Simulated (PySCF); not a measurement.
Excitation energy of Os by level of theory

Os [Xe] 4f14 5d6 6s2 (5D) → Os [Xe] 4f14 5d7 6s1 (5F), as a difference of total energies. All numbers are calculated (PySCF 2.14, scalar relativity through the core potential, in def2-TZVPPD with the def2 core potential (60 electrons) (6s5p3d2f1g, 59 functions)). Correlated levels: valence: 5s2 5p6 frozen; valence and next inner shell: nothing frozen outside the core potential. The calculations carry no spin-orbit coupling.

```csv
method,excitation energy (eV),error (eV)
UHF,0.621,-0.177
LDA,0.580,-0.218
PBE,0.355,-0.443
PBE0,0.340,-0.458
r2SCAN,0.419,-0.379
revPBE,0.260,-0.538
LC-wPBE,0.293,-0.505
B97-3,0.538,-0.260
TPSS,0.217,-0.581
MP2 (valence),0.486,-0.312
SCS-MP2 (valence),0.484,-0.314
MP2 (valence and next inner shell),0.714,-0.084
SCS-MP2 (valence and next inner shell),0.766,-0.032
```

Reference: 0.798 eV (measured; NIST levels, between the centres of gravity of the two terms).

Errors of the correlated levels include the incompleteness of this basis and the frozen core.
